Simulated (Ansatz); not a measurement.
Reaction (cleavage of the Si–Si bond): `[SiH3][SiH2][SnH3]` + `BOCO` → `BOCO[SiH3]` + `[SiH3][SnH3]`

Calculated with Ansatz (gas phase, PBE0-D4/def2-TZVP geometries, no zero-point term in ΔE). CCSD(T)/CBS adds triple-zeta CCSD(T) − MP2 to the extrapolated MP2 energy (def2 sets, frozen cores). DFT in def2-TZVPP. def2 core potentials past Kr. For Sn outer-core shells are correlated without core-valence functions, which leaves a few kJ/mol of doubt a bond. Each species was taken in one conformer, which may not be the lowest.

| level | ΔE (kcal/mol) | difference from CCSD(T)/CBS |
| --- | --- | --- |
| PBE-D4 | -11.8 | 5.4 |
| BLYP-D4 | -16.9 | 0.3 |
| r2SCAN-D4 | -16.0 | 1.2 |
| B97M-V | -16.2 | 1.0 |
| ωB97M-V | -18.3 | -1.1 |
| r2SCAN | -16.0 | 1.2 |
| RPA@PBE/def2-TZVPP | -18.2 | -1.0 |
| HF/def2-SVP | -20.4 | -3.2 |
| MP2/def2-QZVPP | -18.9 | -1.7 |
| SCS-MP2/def2-QZVPP | -20.1 | -2.9 |
| CCSD(T)/CBS | -17.2 | 0 |

**Question.** What do rigid-rotor, harmonic-oscillator terms from PBE0-D4/def2-TZVP frequencies (298.15 K, 1 bar) make of the CCSD(T)/CBS value? (An estimate is asked.)

**Answer.** Computed: ΔZPE = -1.2 kcal/mol, ΔH = -18.7 kcal/mol, ΔS = -17 J/(mol·K), ΔG = -17.5 kcal/mol. Modes under 50 cm⁻¹ make the entropy rough.

Largest T1 diagnostic among the species: 0.014.

Leaving LDA and LC-ωPBE aside and taking each functional with its dispersion term where it has one, the values, not all of them listed here, spread over 7.8 kcal/mol, from BHLYP-D4 to PBE-D4. LDA lies −1.0 kcal/mol from PBE without D4. From BLYP to BHLYP (50 % exact exchange), in def2-TZVPP and without D4, ΔE moves by −3.3 kcal/mol.
